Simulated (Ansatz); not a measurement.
Species: Cl$_{3}$In, SMILES `[Cl][In]([Cl])[Cl]` (charge 0, multiplicity 1).

### Question
Give a relaxed geometry from B3LYP-D3(BJ)/def2-SVP in Ansatz (a first-principles code).

### Answer
the end point of this relaxation (outside a Z-matrix the atoms follow the SMILES, hydrogens last).
Z-matrix (Å, degrees):
```
In
Cl 1 2.3368
Cl 1 2.3368 2 120.00
Cl 1 2.3368 2 120.00 3 -180.00
```
